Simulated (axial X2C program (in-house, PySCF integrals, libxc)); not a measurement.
**Potential curves of TeBr⁻, with spin–orbit coupling**

Computed with an axial X2C code built on PySCF integrals. Two-component (2c) means X2C with spin–orbit coupling and atomic mean-field two-electron Coulomb and Gaunt terms. Basis: Te dyall-acv3z [12s13p9d5f1g], Br dyall-acv3z [9s10p7d5f1g] (cores contracted in-house); Gaussian nuclei, density fitting, unrestricted open shells. Masses: Te 129.906 u, Br 78.918 u.

State: Ω = 0 (closed shell). Energies in eV from the fragments at the same level (Te + Br-). Fits are polynomials in 1 − R0/R over 0.85 to 1.23 times the lowest point R0.

```tsv
R (Å)	BHandHLYP
2.2681	-0.2369
2.3724	-0.7014
2.4506	-0.8973
2.5288	-1.0003
2.6070	-1.0357
2.6982	-1.0174
2.7895	-0.9569
2.9068	-0.8440
3.0502	-0.6844
3.2588	-0.4561
```

The state is one determinant whose occupation by symmetry is held fixed; it was picked as the lowest of a PBE0 search that is not exhaustive. The closed shell is kept restricted, so the energy runs too high when the bond is stretched far. De is counted from the lowest determinant-based energies of the atoms at the same level, without counterpoise correction. The functionals have no current-density term, which raises determinants with orbital currents, atoms included.

**Question.** What are Re, ωe and De at the BHandHLYP level?

**Answer.** At BHandHLYP, 2c: Re = 2.622 Å, ωe ≈ 201 cm⁻¹, De = 1.04 eV to Te + Br-; Be follows as 0.05 cm⁻¹.
